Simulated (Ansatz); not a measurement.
WO2F2. The state is a singlet with charge 0. Geometry relaxed at PBE-D4/def2-SVP.

```xyz
5

W    -0.0010    0.0026   -0.0201
O    -1.1708    0.4632    1.1462
O     1.2719   -0.7273    0.8674
F     0.6580    1.5482   -0.8464
F    -0.7581   -1.2868   -1.1471
```

In the def2 sets W takes a core potential; there is no spin–orbit coupling.

(1) Estimate the harmonic wavenumbers at RKS PBE-D4/def2-SVP (Ansatz, unscaled). Is this a minimum?

## Answers

(1) 171, 209, 248, 251, 351, 693, 703, 984, 1014 cm⁻¹. Yes, no mode is imaginary beyond noise. Zero-point energy 27.7 kJ/mol. It took 16 s on 4 threads of Arm Neoverse V2 on a shared host.
